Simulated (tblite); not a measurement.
Input of a run (GFN2-xTB geometry optimisation, gas phase (tblite 0.8.0)), started from a force field or distance geometry:
```
{"job": {"kind": "relax", "xc": "GFN2-xTB", "basis": "xTB"}, "charge": 0, "multiplicity": 1}
C     -1.662400     2.682100    -0.372900
C     -1.224400     1.636600    -0.006300
Si    -0.521700     0.030100     0.565900
F     -0.717100    -0.171400     2.211500
C      1.256300     0.048700     0.223500
C      2.443200     0.044300    -0.019600
C      3.899300     0.035700    -0.302700
O     -1.290200    -1.254000    -0.268700
Si    -2.850900    -1.583500     0.326300
H     -2.086500     3.607700    -0.701400
H      4.096400     0.903900    -0.951100
H      4.457400     0.050200     0.657500
H      4.201900    -0.914100    -0.794900
H     -2.859000    -2.769700     1.190900
H     -3.770100    -1.899500    -0.804500
H     -3.379900    -0.438100     1.118200
```

Output (eV, eV/Å):
```
step      E/eV     max force
  0    -722.05048    2.558
  1    -722.19330    3.500
  2    -722.32263    2.246
  3    -722.41051    0.909
  4    -722.44679    1.586
  5    -722.46922    1.951
  6    -722.49573    0.483
  7    -722.51605    0.399
  8    -722.53581    0.816
  9    -722.55346    0.711
 10    -722.56812    0.357
 11    -722.58169    0.371
 12    -722.59548    0.453
 13    -722.60973    0.421
 14    -722.62268    0.305
 15    -722.63386    0.209
 16    -722.64364    0.282
 17    -722.65236    0.299
 18    -722.66112    0.254
 19    -722.66962    0.243
 20    -722.67609    0.238
 21    -722.68043    0.197
 22    -722.68374    0.185
 23    -722.68723    0.217
 24    -722.69122    0.279
 25    -722.69502    0.215
 26    -722.69771    0.115
 27    -722.69947    0.087
 28    -722.70097    0.137
 29    -722.70253    0.131
 30    -722.70423    0.121
 31    -722.70616    0.134
 32    -722.70839    0.134
 33    -722.71079    0.162
 34    -722.71301    0.123
 35    -722.71490    0.103
 36    -722.71655    0.115
 37    -722.71837    0.111
 38    -722.72107    0.134
 39    -722.72505    0.170
 40    -722.72969    0.170
 41    -722.73277    0.138
 42    -722.73496    0.114
 43    -722.73629    0.093
 44    -722.73881    0.092
 45    -722.74089    0.120
 46    -722.74330    0.116
 47    -722.74508    0.100
 48    -722.74665    0.099
 49    -722.74814    0.112
 50    -722.74984    0.116
 51    -722.75096    0.173
 52    -722.75260    0.143
 53    -722.75406    0.082
 54    -722.75565    0.104
 55    -722.75672    0.113
 56    -722.75795    0.087
 57    -722.75964    0.094
 58    -722.76139    0.103
 59    -722.76285    0.084
 60    -722.76394    0.107
 61    -722.76505    0.077
 62    -722.76620    0.082
 63    -722.76704    0.086
 64    -722.76755    0.068
 65    -722.76803    0.060
 66    -722.76850    0.068
 67    -722.76903    0.072
 68    -722.76939    0.054
 69    -722.76972    0.038
 70    -722.76996    0.041
 71    -722.77013    0.037
 72    -722.77026    0.035
 73    -722.77044    0.032
 74    -722.77066    0.034
 75    -722.77086    0.030
 76    -722.77098    0.028
 77    -722.77104    0.019
 78    -722.77108    0.020
 79    -722.77113    0.019
 80    -722.77117    0.019
 81    -722.77122    0.018
 82    -722.77129    0.020
 83    -722.77135    0.019
 84    -722.77139    0.016
 85    -722.77141    0.015
 86    -722.77145    0.014
 87    -722.77150    0.019
 88    -722.77157    0.024
 89    -722.77166    0.034
 90    -722.77173    0.036
 91    -722.77181    0.028
 92    -722.77190    0.026
 93    -722.77199    0.026
 94    -722.77207    0.017
 95    -722.77213    0.018
 96    -722.77217    0.017
 97    -722.77222    0.020
 98    -722.77228    0.022
 99    -722.77234    0.016
100    -722.77241    0.019
101    -722.77248    0.029
102    -722.77255    0.028
103    -722.77264    0.027
104    -722.77273    0.052
105    -722.77279    0.067
106    -722.77287    0.035
107    -722.77295    0.038
108    -722.77304    0.044
109    -722.77316    0.035
110    -722.77326    0.020
111    -722.77332    0.018
112    -722.77336    0.019
113    -722.77339    0.016
114    -722.77344    0.025
115    -722.77349    0.019
116    -722.77353    0.018
117    -722.77357    0.009
```

Summarise the run.

The energy falls by 0.723 eV over 117 L-BFGS steps, the largest force on an atom goes from 2.56 to 0.009 eV/Å, and the atoms move by 0.638 Å rms after alignment. The bond that changes most is Si3–O8 (fluorine-bound silicon to siloxane oxygen), which shortens by 0.104 Å. Bonds longer at the end by more than 0.005 Å: 2 of 15; shorter: 12. Among the angles that change most is Si3–O8–Si9, from 112.7° to 168.8°. The energy never rose by more than 1e-5 eV on the way. The first step brought 20 % of the lowering.

What are the final bond lengths?

C1≡C2 1.201 Å, C2–Si3 1.848 Å, Si3–F4 1.612 Å, Si3–C5 1.838 Å, C5≡C6 1.205 Å, C6–C7 1.443 Å, Si3–O8 1.610 Å, O8–Si9 1.618 Å, C1–H10 1.052 Å, C7–H11 1.090 Å, C7–H12 1.090 Å, C7–H13 1.090 Å, Si9–H14 1.461 Å, Si9–H15 1.462 Å, Si9–H16 1.461 Å. Numbering counts from 1 in the input's order; the species is `C#C[Si@](F)(C#CC)O[SiH3]`.

The run took 1.7 s on one thread of an Arm Neoverse N1, shared host with 64 logical CPUs at a one-minute load of 60.

GFN2-xTB frequencies show an imaginary mode (21i cm⁻¹), so the point is no minimum at that level.

These are computed values.
